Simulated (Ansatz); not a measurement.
Consider the ligand exchange at the Si–Se bond: `C[Se][SiH](F)Cl` + HI → `F[SiH](Cl)I` + `C[SeH]`.

Computed with Ansatz on PBE0-D4/def2-TZVP structures; ΔE is electronic, products minus reactants. CBS: MP2 limit from def2 TZ/QZ plus the TZ coupled-cluster correction, frozen cores. DFT in def2-TZVPP. B3LYP here is the variant with VWN-RPA as its local correlation; programs differ in this. HSE06 is defined as in plane-wave codes. def2 core potentials past Kr. For I, Se outer-core shells are correlated without core-valence functions, which leaves a few kJ/mol of doubt a bond. Scalar relativity is left out up to krypton. One conformer a species, not always the lowest.

| level | ΔE (kJ/mol) | difference from CCSD(T)/CBS |
| --- | --- | --- |
| revPBE-D4 | -13.3 | 4.0 |
| CAM-B3LYP-D4 | -15.7 | 1.6 |
| revPBE | -20.4 | -3.1 |
| B3LYP | -20.0 | -2.7 |
| r2SCANh | -18.2 | -0.9 |
| HSE06 | -19.4 | -2.1 |
| BHLYP | -20.6 | -3.3 |
| CAM-B3LYP | -18.7 | -1.4 |
| RPA@PBE/def2-TZVPP | -13.2 | 4.1 |
| HF/def2-TZVPP | -23.7 | -6.4 |
| MP2/def2-TZVPP | -17.5 | -0.2 |
| SCS-MP2/def2-TZVPP | -17.7 | -0.4 |
| CCSD/def2-TZVPP | -15.2 | 2.1 |
| CCSD(T)/def2-TZVPP | -14.0 | 3.3 |
| MP2/def2-QZVPP | -19.7 | -2.4 |
| SCS-MP2/def2-QZVPP | -19.9 | -2.6 |
| CCSD(T)/CBS | -17.3 | 0 |

Largest T1 diagnostic among the species: 0.010.

The D4 term adds +4.8 kJ/mol with B3LYP and +2.9 kJ/mol with PBE0; it sums over pairs of atoms, weighted by their polarisabilities, and B3LYP, whose exchange is more repulsive, gets the larger term. In def2-TZVPP, CCSD(T) changes the Hartree–Fock value by +9.7 kJ/mol (the triples alone add +1.1 kJ/mol) and MP2 by +6.3 kJ/mol. Leaving LDA and LC-ωPBE aside and taking each functional with its dispersion term where it has one, the values, not all of them listed here, spread over 5.5 kJ/mol, from B2PLYP to revPBE-D4. LDA lies +4.2 kJ/mol from PBE without D4.
